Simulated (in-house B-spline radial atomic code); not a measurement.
RPA and G0W0 on LDA exchange-only: the xenon ion Xe⁸⁺

Configuration [Kr] 4d10, mean-field start LDA exchange-only. Computed with an all-electron radial atomic-structure program (B-spline basis): all electrons, non-relativistic, point nucleus, each spin shell either full or empty, empty states to l = 9 with an (l + 1/2)⁻⁴ tail; G0W0 by contour deformation at full frequency.

Without relativity these are model numbers: it shifts the levels of so heavy an element strongly and can reorder them.

Command:
```bash
python run_gw.py task.json out
```
Settings (radii: box in bohr, nucleus in fm):
```
Z                        54
electrons                46
configuration            [Kr] 4d10
hamiltonian              nr
method                   lda,
lmax                     9
spin_polarised           False
box_radius               7.7
intervals                51
```

Run time, properties included: 2.8 s on 1 thread of Arm Neoverse N1, with other jobs on the host.

Energies (hartree):

```
                                     term        value
                         mean-field total  -7208.60428
Hartree-Fock functional on these orbitals  -7217.10461
                      direct second order      -4.0666
                    second-order exchange       1.1152
                         SOSEX correction       1.0523
```

Problem. What is the RPA correlation energy, and what remains with SOSEX?

Solution. RPA gives -3.6492 hartree (-2.16 eV per electron); RPA + SOSEX gives -2.5968, and the second-order doubles -2.9514 hartree (no singles). RPA lacks exchange-type terms and so overcorrelates at short range.

Quasi-particle levels (eV):

| level | occupied | mean field | Σx - vxc | Σc | QP weight | G0W0 |
| --- | --- | --- | --- | --- | --- | --- |
| 4d | yes | -167.21 | -15.39 | ? | ? | ? |
| 5s | no | -108.37 | 7.90 | -2.27 | 0.985 | -102.75 |

G0W0 = mean field + (Σx - vxc) + Σc, with Σc (partial-wave tail included) taken at the quasi-particle energy. Only the outer levels were computed. Levels of low weight are left out.

Problem. Where does G0W0 put 4d?

Solution. At -182.34 eV, with Σc = 0.26 eV and a quasi-particle weight of 0.967. The tabulated removal energy is 179.84 ± 0.12 eV (NIST, measured); the calculation leaves out relativity, Breit and QED terms, and what these don't explain is the method's own error.
